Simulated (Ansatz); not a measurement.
One change: `NB1C[SiH2]1` becomes `BrB1C[SiH2]1`.

Ansatz, PBE0-D4/def2-TZVP geometries, multiplicity 1. Each molecule was computed in one conformer, which needn't be the lowest.

Scalar relativity is left out up to krypton.

```
                                      property  `NB1C[SiH2]1`
         LUMO energy (ωB97M-V/def2-TZVPP) / eV           1.53
            HOMO energy (PBE0/def2-TZVPP) / eV          -6.22
           HOMO energy (B3LYP/def2-TZVPP) / eV          -6.03
           LUMO energy (B3LYP/def2-TZVPP) / eV          -0.66
zero-point energy (PBE0-D4/def2-TZVP) / kJ/mol          190.7
size of the dipole moment (PBE/def2-TZVPP) / D           2.42
```

Question: What does the change do to each property? (Estimate.)

Answer: Computed: 
| property | `BrB1C[SiH2]1` | shift |
| --- | --- | --- |
| LUMO energy (ωB97M-V/def2-TZVPP) / eV | 0.12 | -1.41 |
| HOMO energy (PBE0/def2-TZVPP) / eV | -6.85 | -0.63 |
| HOMO energy (B3LYP/def2-TZVPP) / eV | -6.66 | -0.63 |
| LUMO energy (B3LYP/def2-TZVPP) / eV | -2.02 | -1.36 |
| zero-point energy (PBE0-D4/def2-TZVP) / kJ/mol | 121.3 | -69.4 |
| size of the dipole moment (PBE/def2-TZVPP) / D | 1.29 | -1.13 |

With PBE0 the HOMO falls by 0.63 eV and the LUMO falls by 1.37 eV, so the gap narrows by about 0.74 eV. PBE moves the HOMO by -0.62 eV and ωB97M-V by -0.60 eV. The zero-point energy changes by -69.4 kJ/mol with -6 modes. Dipoles are sizes alone; their direction can turn.

B3LYP here is the variant with VWN-RPA as its local correlation; programs differ in this.

Spin–orbit coupling is left out; it splits and shifts lone-pair levels of the heavy atoms by tenths of an eV.
